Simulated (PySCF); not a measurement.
PySCF input for C3H7FSi, SMILES C1[SiH2]CC1F, PBE0/pcSseg-1. Geometry: ωB97X-D3(BJ)/def2-SVP. This is a generated structure with no PubChem entry under its InChIKey; it may be hypothetical.

```python
import numpy as np
from pyscf import gto, scf, dft
from pyscf.prop.nmr import rks as nmr

mol = gto.M(
    atom='''
    F    -2.12690822   -0.15806828    0.00000000
    C    -0.85083181    0.37060456    0.00000000
    C     0.01574331   -0.08432244   -1.19107464
    Si    1.49183111   -0.01001448    0.00000000
    C     0.01574331   -0.08432244    1.19107463
    H    -0.95306438    1.47105565    0.00000001
    H    -0.06723701    0.50342059   -2.11505126
    H    -0.21740418   -1.14001589   -1.41038616
    H     2.46905987   -1.13390319   -0.00000001
    H     2.22589652    1.28709732   -0.00000000
    H    -0.06723700    0.50342059    2.11505126
    H    -0.21740419   -1.14001588    1.41038616
    ''',
    basis='pcSseg-1',
    charge=0,
    spin=0,
    max_memory=1600,
    verbose=3,
)
mf = dft.RKS(mol, xc='pbe0')
mf.grids.level = 3
mf.conv_tol = 1e-10
mf.max_cycle = 100
mf.kernel()
n = nmr.NMR(mf)
n.verbose = 2
n.max_cycle_cphf = 60
sigma = n.kernel()
print('atom   isotropic/ppm   span/ppm')
for i, s in enumerate(sigma):
    w = np.linalg.eigvalsh((s + s.T) / 2)
    print(f'{mol.atom_symbol(i):2s}{i + 1:3d} {w.mean():14.3f} {w[2] - w[0]:11.3f}')
```

It prints:

```
converged SCF energy = -507.449989790143
atom   isotropic/ppm   span/ppm
F   1        316.949     123.790
C   2         96.283      88.757
C   3        162.266      49.334
Si  4        413.075      86.516
C   5        162.266      49.334
H   6         26.327       5.249
H   7         29.517      10.605
H   8         29.594       6.874
H   9         26.927       8.851
H  10         27.180       7.760
H  11         29.517      10.605
H  12         29.594       6.874
```

The run converged.

Cost: about 50 core-seconds (a rough figure).
